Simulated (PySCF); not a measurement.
SMILES [SiH2]O[SiH3] (H5OSi2), doublet at its B3LYP/def2-SVP optimised geometry (Å):

```
8

Si     1.2959    -0.6409     0.1291
O     -0.1791     0.1147     0.0000
Si    -1.8406     0.1147     0.0000
H      1.5257    -1.5255    -1.0621
H      2.3572     0.4134     0.1907
H     -2.3135     1.5255     0.0000
H     -2.3572    -0.5812    -1.2143
H     -2.3560    -0.5821     1.2144
```

Level of theory: PySCF 2.14.0 with unrestricted B3LYP/def2-TZVP.

Map of the log10 of the electron density (e/bohr³), floored at −4 on the plane z = 1.2 Å:

```
|000000000000000000000000000|
|000000000000000000000000000|
|000000000000000000000000000|
|000000000000000000000000000|
|000000000000000000000000000|
|000001111000000000000000000|
|000122332210000000000000000|
|000123443221000000000000000|
|001234444332221111122110000|
|001234555433333222333321000|
|001345555544444333444432100|
|002345666555555444555442100|
|012456776656666555665543100|
|013467887666666666666542100|
|013568998665666667765532100|
|013568997655556677765432000|
|013467887544456677765431000|
|002345665433345667665421000|
|001234444322344566654321000|
|000122332211234455543210000|
|000001111000123344332100000|
|000000000000012222221000000|
|000000000000000111110000000|
|000000000000000000000000000|
|000000000000000000000000000|
|000000000000000000000000000|
|000000000000000000000000000|
```
Scale: ten equal steps from -4.00 (start of '0') to -0.581 (end of '9'), in the order '0123456789'; x runs from -4.50 to 4.50, y from -4.50 (bottom) to 4.50 (top).
